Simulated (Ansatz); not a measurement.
`Cl[CH](Cl)[InH2]` + `B[SiH2]C` → `B[SiH2][CH2][InH2]` + `ClCCl`  (formal exchange of groups at the In–C bond)

Computed with Ansatz on PBE0-D4/def2-TZVP structures; ΔE is electronic, products minus reactants. CCSD(T)/CBS adds triple-zeta CCSD(T) − MP2 to the extrapolated MP2 energy (def2 sets, frozen cores). This one scheme is used for every species. def2 core potentials past Kr. For In outer-core shells are correlated without core-valence functions, which leaves a few kJ/mol of doubt a bond. One conformer a species, not always the lowest.

```json
{"species": "`Cl[CH](Cl)[InH2]`", "HF/CBS(def2) energy (Eh)": "-1147.84952"}
{"species": "`B[SiH2]C`", "HF/CBS(def2) energy (Eh)": "-355.57722"}
{"species": "`B[SiH2][CH2][InH2]`", "HF/CBS(def2) energy (Eh)": "-545.33430"}
{"species": "`ClCCl`", "HF/CBS(def2) energy (Eh)": "-958.09466"}
```

Problem. Work out ΔE.

Solution. ΔE = (-545.33430) + (-958.09466) − (-1147.84952) − (-355.57722) = -0.00222 Eh = -0.06 eV. CCSD(T)/CBS gives -0.13 eV.

Largest T1 diagnostic among the species: 0.013.

The D4 term adds −0.03 eV with B3LYP and −0.02 eV with PBE0; it sums over pairs of atoms, weighted by their polarisabilities, and B3LYP, whose exchange is more repulsive, gets the larger term. In def2-TZVPP, CCSD(T) changes the Hartree–Fock value by −0.07 eV (the triples alone add −0.00 eV) and MP2 by −0.08 eV. From PBE to PBE0 (25 % exact exchange), in def2-TZVPP and without D4, ΔE moves by −0.04 eV.

B3LYP here is the variant with VWN-RPA as its local correlation; programs differ in this.
